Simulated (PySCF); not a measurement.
## Bond curve of AsF

Set-up: As 6-31G(d,p), F 6-31G(d,p); no relativity (PySCF 2.14). Energies in eV from As + F in their ground configurations at the same level. State: ³Σ⁻ (triplet), unpaired electrons π ↑↑.

```json
{"R (Å)": "1.508", "TPSS": "-2.875", "UHF-CCSD(T)": "", "PBE0": "-2.727", "LC-ωPBE": "-2.871"}
{"R (Å)": "1.578", "TPSS": "-3.642", "UHF-CCSD(T)": "-2.890", "PBE0": "-3.452", "LC-ωPBE": "-3.585"}
{"R (Å)": "1.648", "TPSS": "-4.074", "UHF-CCSD(T)": "-3.319", "PBE0": "-3.844", "LC-ωPBE": "-3.964"}
{"R (Å)": "1.700", "TPSS": "-4.238", "UHF-CCSD(T)": "-3.480", "PBE0": "-3.981", "LC-ωPBE": "-4.088"}
{"R (Å)": "1.753", "TPSS": "-4.300", "UHF-CCSD(T)": "-3.536", "PBE0": "-4.017", "LC-ωPBE": "-4.110"}
{"R (Å)": "1.806", "TPSS": "-4.284", "UHF-CCSD(T)": "-3.512", "PBE0": "-3.975", "LC-ωPBE": "-4.054"}
{"R (Å)": "1.876", "TPSS": "-4.172", "UHF-CCSD(T)": "-3.390", "PBE0": "-3.832", "LC-ωPBE": "-3.889"}
{"R (Å)": "1.963", "TPSS": "-3.934", "UHF-CCSD(T)": "-3.138", "PBE0": "-3.558", "LC-ωPBE": "-3.585"}
{"R (Å)": "2.068", "TPSS": "-3.567", "UHF-CCSD(T)": "-2.755", "PBE0": "-3.150", "LC-ωPBE": "-3.140"}
{"R (Å)": "2.209", "TPSS": "-3.022", "UHF-CCSD(T)": "", "PBE0": "-2.557", "LC-ωPBE": "-2.491"}
```

Problem. Put a parabola through the three lowest points of the TPSS curve and estimate Re, k and ωe (reduced mass 15.16 u; 1 eV/Å² = 0.16022 mdyn/Å; ωe = 1302.8·√(k/μ) cm⁻¹).

Solution. Through R = 1.7, 1.753, 1.806 Å the second-order coefficient is 13.9 eV/Å², so Re ≈ 1.769 Å, k ≈ 4.45 mdyn/Å and ωe ≈ 706 cm⁻¹. A polynomial fit of higher order to the unrounded TPSS energies gives Re = 1.766 Å, k = 4.22 mdyn/Å, ωe = 687 cm⁻¹; anharmonicity and rounding make the difference.

The higher-order fit for each curve: TPSS: Re = 1.766 Å, ωe = 687 cm⁻¹, De = 4.30 eV; UHF-CCSD(T): Re = 1.762 Å, ωe = 701 cm⁻¹, De = 3.54 eV; PBE0: Re = 1.749 Å, ωe = 714 cm⁻¹, De = 4.02 eV; LC-ωPBE: Re = 1.739 Å, ωe = 736 cm⁻¹, De = 4.11 eV.

Correlated steps freeze 10 core orbitals. Correlated levels converge slowly with the basis: in double zeta they bind strong bonds too weakly, by up to about 1 eV, and carry superposition errors of some tenths. Spin–orbit coupling is left out. The state is the lowest determinant that a PBE0 search found; another state may lie lower at other levels.
